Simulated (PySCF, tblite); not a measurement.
C₅H₁₃ClOSi.
Structure used (GFN2-xTB), in Å, numbered top down from 1:
```
atom  x, y, z in Å
C1     2.3006    0.8405    0.3952
C2     2.1349   -0.5415   -0.2327
Si3    0.6035   -0.6680   -1.3573
Cl4    0.5227   -2.5451   -2.1342
C5    -1.0194   -0.3772   -0.3689
C6    -1.1598   -1.2587    0.8731
O7    -0.9731    1.0116   -0.0589
C8    -2.1948    1.5715    0.3493
H9     1.4004    1.1247    0.9322
H10    2.4798    1.5888   -0.3722
H11    3.1404    0.8514    1.0877
H12    2.0718   -1.2892    0.5622
H13    3.0320   -0.7854   -0.8057
H14    0.6488    0.2859   -2.4650
H15   -1.8903   -0.5612   -1.0202
H16   -2.1307   -1.1258    1.3478
H17   -0.3854   -1.0108    1.5952
H18   -1.0581   -2.3035    0.5898
H19   -2.9869    1.3632   -0.3808
H20   -2.0347    2.6467    0.4127
H21   -2.5105    1.1992    1.3300
```

Level of theory: PBE0/pcSseg-1 in PySCF (dipole) on a GFN2-xTB geometry, gas phase.

Masses are those of the commonest isotopes; rigid-rotor values at the optimised geometry. The values belong to one conformer with, in the numbering `[CH3:1][CH2:2][Si@@H:3]([Cl:4])[C@@H:5]([CH3:6])[O:7][CH3:8]`, C1–C2–Si3–Cl4 179°, C2–Si3–C5–C6 -53°, Si3–C5–O7–C8 164°.

(1) Give the principal moments of inertia and the rotational constants in cm⁻¹.

(2) What kind of rotor is it?

(3) What does the inertial defect say?

(4) Which lines would a microwave search look for?

(5) Estimate the classical rotational partition function at 10 K, 200 K and 298.15 K.

## Answers

(1) Ia = 307.94, Ib = 530.74, Ic = 702.37 u·Å²; 505379 MHz·u·Å²/I gives 1641, 952.2 and 719.5 MHz, that is A = 0.05474, B = 0.03176, C = 0.02400 cm⁻¹.

(2) An asymmetric top. Ray's parameter κ = (2B − A − C)/(A − C) = -0.495; −1 is the prolate and +1 the oblate limit.

(3) Not planar: Δ = Ic − Ia − Ib = -136.32 u·Å². For a rigid frame Δ = −2 Σ m c², so Σ m c² = 68.16 u·Å² lies off the ab plane: 21.82 from hydrogen and 46.34 from heavier atoms. The atom farthest from that plane is 2.08 Å away.

(4) The dipole components are |μa| = 2.01 D, |μb| = 0.07 D, |μc| = 0.56 D. Intensities carry the squares of the components, which stand as 1.00 : 0.00 : 0.08 (a : b : c). Some lines, for components of 0.1 D or more:

```
type  branch         J(Ka,Kc)   MHz  lower level (cm⁻¹)
   c       Q  2(1,2) ← 2(0,2)   506               0.166
   c       Q  1(1,1) ← 1(0,1)   689               0.056
   a       Q  2(1,1) ← 2(1,2)   698               0.183
   a       R  1(0,1) ← 0(0,0)  1672               0.000
   c       Q  2(2,1) ← 2(1,1)  2067               0.206
   c       R  1(1,0) ← 0(0,0)  2593               0.000
   a       R  2(1,2) ← 1(1,1)  3111               0.079
   a       R  2(0,2) ← 1(0,1)  3294               0.056
   a       R  2(1,1) ← 1(1,0)  3576               0.087
   c       R  2(1,1) ← 1(0,1)  4498               0.056
   c       R  2(2,0) ← 1(1,0)  5693               0.087
   c       R  2(2,1) ← 1(1,1)  5876               0.079
```

(5) Point group C1, symmetry number σ = 1; q = (√π/σ)·√((kT/h)³/(ABC)), k/h = 20836.6 MHz/K: 5030 at 10 K, 450000 at 200 K, 818000 at 298.15 K.

Its GFN2-xTB frequencies are all real (lowest 37 cm⁻¹). Constants of a rigid frame at the computed geometry: no zero-point averaging, no centrifugal distortion. A rigid rotor knows nothing of internal rotation, which can split or shift real lines. Quadrupole hyperfine structure (35Cl) is left out.

On an Arm Neoverse V2 with one thread, no GPU (shared host), this took 42 s (with the writing of density and orbital grids) and 1.0 GiB of memory at its peak. This is the PBE0/pcSseg-1 job that gave the dipole, with the shieldings it also computed.
